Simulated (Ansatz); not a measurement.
The cluster GaO₃ (the lowest doublet isomer of a short search). The state is a doublet with charge 0. Geometry r2SCAN-D4/def2-TZVP, basis def2-TZVP, Ansatz.

Cartesian coordinates in Å:
```
Ga 0.241 0.396 0.153
O 1.055 1.738 0.671
O -0.840 -0.730 -0.980
O -0.455 -1.403 0.156
```

```json
{"run": "A", "HOMO (eV)": "-10.39", "LUMO (eV)": "-2.63"}
{"run": "B", "HOMO (eV)": "-6.75", "LUMO (eV)": "-6.12"}
{"run": "C", "HOMO (eV)": "-7.96", "LUMO (eV)": "-5.00"}
{"run": "D", "HOMO (eV)": "-9.48", "LUMO (eV)": "-3.51"}
```

The structure holds one bond between oxygen atoms, so isomers without such links may lie far lower. The structure comes from a short search, and lower isomers may exist.

HOMO and LUMO are taken over both spins.

Question: The runs used BHLYP, PBE0, r2SCAN, ωB97X-V. Estimate which is which.

Answer: A ωB97X-V (range-separated); B r2SCAN (0 % exact exchange); C PBE0 (25 % exact exchange); D BHLYP (50 % exact exchange). Exact exchange lowers occupied and raises empty levels; among semilocal functionals meta-GGAs tend to open the gap a little, and such runs are hard to tell apart. The gap grows from 0.62 eV (r2SCAN) to 7.76 eV (ωB97X-V).
